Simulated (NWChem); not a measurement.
## Total energies of H₂O₂Zn

SMILES: [Zn]([OH])[OH]
```xyz
5

Zn     0.0000     0.0000     0.0066
O      0.2139     1.7522    -0.0711
H     -0.4050     2.2528     0.4695
O     -0.2139    -1.7522    -0.0711
H      0.4050    -2.2528     0.4695
```
Charge 0, spin multiplicity 1.

The numbers come from NWChem runs, not from measurements. The geometry was optimised at PBE0/def2-SVP, a minimum by its harmonic frequencies. It is one conformer; others weren't searched.

Basis set: def2-SVP (69 functions).

```csv
method,total energy (Ha)
RHF,-1928.34225
MP2,-1929.02918
B2PLYP,-1930.22288
PBE,-1930.25504
B3LYP,-1930.73486
PBE0,-1930.27910
CCSD(T),-1929.03076
```

Total energies of different functionals aren't comparable as a measure of quality: only differences taken within one method are. 

The correlated methods keep 11 core orbitals frozen. B3LYP has NWChem's definition, with VWN1-RPA local correlation. The structure started from a generated list of species. Coupled-cluster values serve here as a point of comparison, not as the truth.
